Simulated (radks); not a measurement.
The numbers below are computed, except where a source is named.
Task: Neutral gold, [Xe] 4f14 5d10 6s1. Code: a radial shooting solver on a logarithmic mesh with Libxc functionals. Model: non-relativistic Kohn-Sham, r2SCAN, spin-polarised, spherical densities, point nucleus; meta-GGA in the generalised Kohn-Sham scheme. Every spin shell is full or empty, so the densities are truly spherical. Functionals are evaluated on that one density, not self-consistently. Rank these exchange functionals by their error against the exact value of the orbitals, and give that value: LDA, B88, PBE, revPBE, RPBE, PW91, WC, SOGGA, EV93, APBE, MS2, Tao-Mo, TASK, MVS.

Result: Exact: -338.172 hartree. From best to worst, with 100 (|E| - |E exact|)/|E exact| (equal figures are ties): PW91 +0.07, B88 +0.09, MVS +0.10, RPBE -0.20, revPBE -0.23, APBE +0.28, PBE -0.32, EV93 -0.48, WC -0.60, MS2 -0.64, Tao-Mo -0.81, SOGGA -1.79, TASK -1.82, LDA -3.80.
